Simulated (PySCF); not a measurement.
C₄H₅Br.

```xyz
10

Br     0.0042    -1.3552     0.0000
C     -0.0619     0.5258     0.0000
C     -1.0740     1.4233     0.0000
C     -0.1055     2.5963     0.0000
C      1.0571     1.5409     0.0000
H     -2.1699     1.3455     0.0000
H     -0.1371     3.2420    -0.9033
H     -0.1371     3.2420     0.9033
H      1.7006     1.5427    -0.9039
H      1.7006     1.5427     0.9039
```

The structure is a stationary point at PBE-D3(BJ)/def2-SVP.

The numbers are results of B3LYP/pcSseg-1 (PySCF), not measurements. Non-relativistic, no solvent.

Computed absolute GIAO shielding of each atom: isotropic value and principal components (ppm):
| atom | σ(iso) | σ11 | σ22 | σ33 | span |
|---|---|---|---|---|---|
| Br1 | 1965.0 | 1352.1 | 1698.4 | 2844.5 | 1492.4 |
| C2 | 31.3 | -67.9 | 58.4 | 103.5 | 171.5 |
| C3 | 28.6 | -79.4 | 46.0 | 119.1 | 198.5 |
| C4 | 145.1 | 136.1 | 148.9 | 150.2 | 14.2 |
| C5 | 133.7 | 122.2 | 122.7 | 156.2 | 34.0 |
| H6 | 24.9 | 22.9 | 23.8 | 28.2 | 5.3 |
| H7 | 28.6 | 25.3 | 26.6 | 33.8 | 8.6 |
| H8 | 28.6 | 25.3 | 26.6 | 33.8 | 8.6 |
| H9 | 28.4 | 25.6 | 27.0 | 32.6 | 7.0 |
| H10 | 28.4 | 25.6 | 27.0 | 32.6 | 7.0 |
